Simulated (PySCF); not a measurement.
Level of theory: B3LYP-D3(BJ)/def2-TZVP in PySCF. Gas-phase values, no solvent. One relaxed conformer stands for a flexible species; it need not be the lowest. B3LYP has the VWN-RPA correlation part, as in Gaussian. Excitations are Tamm–Dancoff values on a coarser integration grid. The basis has no diffuse functions, so Rydberg states are missing or too high.

Reference species (SMILES): `[SH][Al]([I])[I]` (H–S–Al–I torsion 180°) (neutral, multiplicity 1).

```
Property                  Result
----------------------  --------
S1 oscillator strength     0.017
HOMO                    -7.61 eV
S1 excitation (TDA)      4.90 eV
```

After one change: the S1 oscillator strength decreases by 0.017; the HOMO rises by 0.16 eV; the S1 excitation (TDA) rises by 0.59 eV.

Q: What was changed between the two runs? The new species is one of these.
A) `[SH][Al]([SH])[I]` (H–S–Al–I torsion 0°, I–Al–S–H torsion 0°)
B) `[SH][Al]([SH])[SH]`
C) `[I][Al]([I])[I]`

A: B, `[SH][Al]([SH])[SH]`
